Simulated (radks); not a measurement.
Ne2+, 8 electrons, occupied as [He] 2s2 2p3 4s1 (not the ground configuration). Method: non-relativistic Kohn-Sham, BLYP, spin-polarised, spherical densities, point nucleus; open shells are filled with parallel spins first; computed with a radial shooting solver on a logarithmic mesh with Libxc functionals. Some entries of the table are withheld. Estimate them.

orbital  occ.  eigenvalue (hartree)  r(max) (bohr)
1s up       1                   (1)         0.1029
1s down     1                   (2)         0.1027
2s up       1              -3.65135         0.6429
2s down     1              -3.36251         0.6529
2p up       3              -2.83401            (3)
2p down     0              -2.52663            (4)
4s up       1              -0.38715            (5)

Answer. 
(1) 1s up eigenvalue (hartree): -33.36851
(2) 1s down eigenvalue (hartree): -33.24100
(3) 2p up r(max) (bohr): 0.5537
(4) 2p down r(max) (bohr): 0.5685
(5) 4s up r(max) (bohr): 4.956
